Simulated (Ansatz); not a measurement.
`[NH2][Al]([NH2])[F]` + H₂S → `[NH2][Al]([NH2])[SH]` + H–F  (ligand exchange at the Al–F bond)

Computed with Ansatz on PBE0-D4/def2-TZVP structures; ΔE is electronic, products minus reactants. CBS: MP2 limit from def2 TZ/QZ plus the TZ coupled-cluster correction, frozen cores. This one scheme is used for every species. Functionals use def2-TZVPP. B3LYP here is the variant with VWN-RPA as its local correlation; programs differ in this. HSE06 is defined as in plane-wave codes. One conformer a species, not always the lowest.

| level | ΔE (kcal/mol) | difference from CCSD(T)/CBS |
| --- | --- | --- |
| PBE-D4 | 16.4 | -1.5 |
| HSE06-D4 | 16.0 | -1.9 |
| BLYP | 21.6 | 3.7 |
| B3LYP | 21.0 | 3.1 |
| r2SCANh | 18.5 | 0.6 |
| MP2/def2-SVP | 21.1 | 3.2 |
| CCSD/def2-SVP | 22.0 | 4.1 |
| CCSD(T)/def2-SVP | 21.5 | 3.6 |
| HF/def2-TZVPP | 21.6 | 3.7 |
| HF/def2-QZVPP | 22.2 | 4.3 |
| CCSD(T)/CBS | 17.9 | 0 |

Largest T1 diagnostic among the species: 0.010.

The D4 term adds −1.6 kcal/mol with B3LYP and −0.9 kcal/mol with PBE0; it sums over pairs of atoms, weighted by their polarisabilities, and B3LYP, whose exchange is more repulsive, gets the larger term. In def2-TZVPP, CCSD(T) changes the Hartree–Fock value by −3.2 kcal/mol (the triples alone add −0.8 kcal/mol) and MP2 by −3.9 kcal/mol. Leaving LDA and LC-ωPBE aside and taking each functional with its dispersion term where it has one, the values, not all of them listed here, spread over 4.7 kcal/mol, from revPBE-D4 to CAM-B3LYP-D4.
